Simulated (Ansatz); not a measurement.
Gas-phase electronic energies from Ansatz, PBE0-D4/def2-TZVP geometries. CCSD(T)/CBS adds triple-zeta CCSD(T) − MP2 to the extrapolated MP2 energy (def2 sets, frozen cores). This one scheme is used for every species. DFT in def2-TZVPP. HSE06 is defined as in plane-wave codes. For Br outer-core shells are correlated without core-valence functions, which leaves a few kJ/mol of doubt a bond. Scalar relativity is left out up to krypton. Each species was taken in one conformer, which may not be the lowest.

Consider the ligand exchange at a B–N bond: `NB(N)Br` + `O[SiH3]` → `NB(Br)O[SiH3]` + NH₃.

```tsv
level	ΔE (kcal/mol)	difference from CCSD(T)/CBS
r2SCAN-D4	-7.8	0.4
r2SCANh-D4	-7.8	0.4
HSE06-D4	-7.1	1.1
B2PLYP	-7.4	0.8
PBE-QIDH	-7.2	1.0
PBE	-6.2	2.0
r2SCANh	-7.5	0.7
LC-ωPBE	-5.9	2.3
HF/def2-TZVPP	-7.9	0.3
HF/def2-QZVPP	-8.1	0.1
CCSD(T)/CBS	-8.2	0
```

**Question.** What do rigid-rotor, harmonic-oscillator terms from PBE0-D4/def2-TZVP frequencies (298.15 K, 1 bar) make of the CCSD(T)/CBS value? (Estimate.)

**Answer.** Computed: ΔZPE = -0.1 kcal/mol, ΔH = -7.8 kcal/mol, ΔS = -9 J/(mol·K), ΔG = -7.2 kcal/mol.

Largest T1 diagnostic among the species: 0.011.

The D4 term adds −1.4 kcal/mol with B3LYP and −0.8 kcal/mol with PBE0; it sums over pairs of atoms, weighted by their polarisabilities, and B3LYP, whose exchange is more repulsive, gets the larger term. Leaving LDA and LC-ωPBE aside and taking each functional with its dispersion term where it has one, the values, not all of them listed here, spread over 1.8 kcal/mol, from B97M-V to PBE-D4. At CCSD(T), def2-SVP lies −1.6 kcal/mol from the extrapolated value and def2-TZVPP −0.2 kcal/mol.

B3LYP here is the variant with VWN-RPA as its local correlation; programs differ in this.
